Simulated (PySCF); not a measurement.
Compound: 3-chlorobenzonitrile, C₇H₄ClN.
SMILES: `N#CC1=CC=CC(Cl)=C1`

The closed-shell ground state was solved at several levels (PySCF, density fitting, gas phase, non-relativistic). Isolated species at its PBE0-D3(BJ)/def2-SVP geometry, gas phase.

```
           level  basis functions  HOMO (eV)  LUMO (eV)  gap (eV)  dipole (D)
 B3LYP/def2-SVPD              219      -7.61      -2.15      5.46        4.03
wB97X-D/pcSseg-1              180      -9.60      -0.29      9.31        3.98
```

Problem. Estimate the row for PBE0/pcSseg-1, a basis of 180 functions; the other rows only guide the guess.

Solution. HOMO -7.84 eV, LUMO -1.96 eV, gap 5.88 eV, dipole 3.96 D.

Problem. Over all these levels, which gives the widest orbital gap and which the narrowest?

Solution. wB97X-D/pcSseg-1 (range-separated hybrid) has the widest, 9.31 eV, and B3LYP/def2-SVPD (global hybrid, 20 % exact exchange) the narrowest, 5.46 eV. Functional and basis both differ between the two, so the spread mixes both effects.

Problem. How far do the dipole and the HOMO energy spread over the levels?

Solution. The dipole runs from 3.96 to 4.03 D (mean 3.99 D) and the HOMO from -9.60 to -7.61 eV.
